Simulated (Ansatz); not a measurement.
Consider the redistribution: `C[SiH2]NPS` + `O[BH][AlH2]` → `C[SiH2]N[PH][AlH2]` + `OBS`.

Program: Ansatz. Geometries: PBE0-D4/def2-TZVP. ΔE: electronic, gas phase. CCSD(T)/CBS adds triple-zeta CCSD(T) − MP2 to the extrapolated MP2 energy (def2 sets, frozen cores). Functionals use def2-TZVPP. B3LYP here is the variant with VWN-RPA as its local correlation; programs differ in this. Each species was taken in one conformer, which may not be the lowest.

| level | ΔE (eV) |
| --- | --- |
| B3LYP | -1.21 |
| BHLYP | -1.24 |

Problem. What does CCSD(T)/CBS give? (An estimate is asked.)

Solution. Ansatz gave: -1.20 eV. The listed levels differ from it by -0.01, -0.04 eV.

Problem. What do rigid-rotor, harmonic-oscillator terms from PBE0-D4/def2-TZVP frequencies (298.15 K, 1 bar) make of the CCSD(T)/CBS value? (An estimate is asked.)

Solution. Computed: ΔZPE = +0.01 eV, ΔH = -1.19 eV, ΔS = 4 J/(mol·K), ΔG = -1.21 eV. Modes under 50 cm⁻¹ make the entropy rough.

Largest T1 diagnostic among the species: 0.014.

Leaving LDA and LC-ωPBE aside and taking each functional with its dispersion term where it has one, the values, not all of them listed here, spread over 0.17 eV, from B97M-V to BLYP-D4. LDA lies −0.05 eV from PBE without D4. At CCSD(T), def2-SVP lies −0.17 eV from the extrapolated value and def2-TZVPP −0.04 eV. From BLYP to BHLYP (50 % exact exchange), in def2-TZVPP and without D4, ΔE moves by −0.06 eV.
